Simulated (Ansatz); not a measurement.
Two isomers of C2H7NSi: A = `C=C(N)[SiH3]`, B = `N/C=C/[SiH3]`.

Calculated with Ansatz (gas phase, PBE0-D4/def2-TZVP geometries, no zero-point term in ΔE). CCSD(T)/CBS adds triple-zeta CCSD(T) − MP2 to the extrapolated MP2 energy (def2 sets, frozen cores). DFT in def2-TZVPP. B3LYP here is the variant with VWN-RPA as its local correlation; programs differ in this. Each species was taken in one conformer, which may not be the lowest.

A:

```xyz
11

C     0.760   -1.025   -0.892
C     0.293    0.040   -0.228
N     0.832    1.313   -0.335
Si   -1.259   -0.136    0.807
H     0.262   -1.983   -0.828
H     1.640   -0.967   -1.529
H     0.742    1.907    0.472
H     1.748    1.370   -0.755
H    -2.393    0.613    0.201
H    -1.021    0.440    2.162
H    -1.605   -1.573    0.926
```

B:

Z-matrix (Å, degrees):
```
Si
C 1 1.836
H 1 1.490 2 108.5
H 1 1.491 2 112.7 3 120.0
H 1 1.491 2 112.4 3 -119.9
C 2 1.343 1 121.9 3 -1.4
H 2 1.090 1 120.0 3 179.3
N 6 1.367 2 126.9 1 -176.6
H 6 1.088 2 119.9 1 0.5
H 8 1.006 6 117.8 2 -14.8
H 8 1.004 6 118.1 2 -160.1
```

(1) Which isomer does CCSD(T)/CBS put lower? Give the gap. (An estimate is asked.)

(2) Give E(B) − E(A) in kJ/mol with PBE-D4, PBE0-D4, CCSD(T)/def2-TZVPP, B2PLYP, HF/def2-TZVPP, CCSD(T)/def2-SVP, B3LYP. (An estimate is asked.)

(3) Does the order hold for the free energy at 298.15 K (harmonic terms from PBE0-D4)? (Estimate.)

Largest T1 diagnostic: 0.012.

Results:

(1) The calculation gave: B, by 17.1 kJ/mol.

(2) The calculation gave: PBE-D4 -19.3, PBE0-D4 -20.8, CCSD(T)/def2-TZVPP -17.3, B2PLYP -20.3, HF/def2-TZVPP -23.7, CCSD(T)/def2-SVP -18.3, B3LYP -21.2. None reverses the order clearly.

(3) The calculation gave: Yes: G(B) − G(A) = -15.8 kJ/mol, for one conformer each.

In def2-TZVPP, CCSD(T) changes the Hartree–Fock value by +6.5 kJ/mol (the triples alone add +0.8 kJ/mol) and MP2 by +4.9 kJ/mol. Leaving LDA and LC-ωPBE aside and taking each functional with its dispersion term where it has one, the values, not all of them listed here, spread over 6.9 kJ/mol, from B97M-V to BLYP-D4.
